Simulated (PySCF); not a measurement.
Species: [MoCl6]3- (charge -3 and quartet state).
Bonds: Mo1–Cl2, Mo1–Cl3, Mo1–Cl4, Mo1–Cl5, Mo1–Cl6, Mo1–Cl7.

The calculation used PySCF 2.14.0, PBE0-D3(BJ)/def2-SVP geometry optimisation, gas phase, def2 core potentials past Kr.

(1) What internal coordinates does the optimisation give?

Answers

(1) 
```
                    bond  length (Å)
Mo1–Cl2 and 5 like bonds       2.531
```

Bonds in one row agree within 0.01 Å and their mean is given. A selection of angles:
```
      angle  degrees
Cl2–Mo1–Cl3    179.7
Cl2–Mo1–Cl4     90.0
Cl4–Mo1–Cl6     90.6
```

All 6 Cl–Mo bonds measure 2.531 Å. Mo1 (molybdenum bonded to 6 Cl) is octahedral (the three widest angles are 179.7°, 179.6° and 179.6°, the others run from 89.7° to 90.6°).

PBE0-D3(BJ)/def2-SVP frequencies: not computed here. ⟨S²⟩ = 3.768 (exact for a quartet: 3.75). Whether so highly charged an anion holds all its electrons in the gas phase wasn't checked; a finite basis holds them in any case. No counter-ion or solvent screens the charge of this multiply charged ion.

Hardware: one thread, Arm Neoverse V2, no GPU (shared host). Cost: 56 s of wall time. That covers the optimisation of the geometry.

Caution for open-shell metal species: one SCF solution and one stationary point were followed, and a lower state or a bent or distorted shape isn't ruled out.
